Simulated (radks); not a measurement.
All-electron atom: Hf II in [Kr] 4d10 4f14 5s2 5p5 5d2 6s2 (not the ground configuration). Method: scalar-relativistic Kohn-Sham, B86b exchange with PBE correlation, spin-polarised, spherical densities, point nucleus; open shells are filled with parallel spins first (spin-orbit coupling, left out, can overturn this in heavy ions); computed with a radial shooting solver on a logarithmic mesh with Libxc functionals. Some entries of the table are withheld. Estimate them.

orbital  occ.  eigenvalue (eV)  <r> (bohr)
1s up       1        -65307.11     0.01898
1s down     1        -65307.03     0.01898
2s up       1        -11178.93     0.08036
2s down     1        -11178.80     0.08036
2p up       3        -9816.370     0.07172
2p down     3        -9816.236     0.07172
3s up       1        -2556.604      0.2086
3s down     1        -2556.552      0.2086
3p up       3        -2149.607      0.2085
3p down     3        -2149.542      0.2085
3d up       5        -1668.240      0.1890
3d down     5        -1668.143      0.1890
4s up       1        -525.0432      0.4682
4s down     1        -524.8981      0.4682
4p up       3        -391.5756      0.4977
4p down     3        -391.4293      0.4977
4d up       5        -219.1687      0.5354
4d down     5        -218.9758      0.5350
5s up       1         -79.6199       1.129
5s down     1         -77.8712       1.124
5p up       3         -47.7807       1.322
5p down     2         -45.7329       1.319
4f up       7         -29.3201      0.6742
4f down     7         -28.8141      0.6669
6s up       1         -12.7484         (1)
5d up       2         -12.6828       2.037
6s down     1         -11.7547         (2)
5d down     0         -10.8123       2.125
6p up       0          -7.3572       3.869
6p down     0          -6.7963       4.031

Answer. 
(1) 6s up <r> (bohr): 3.002
(2) 6s down <r> (bohr): 3.098
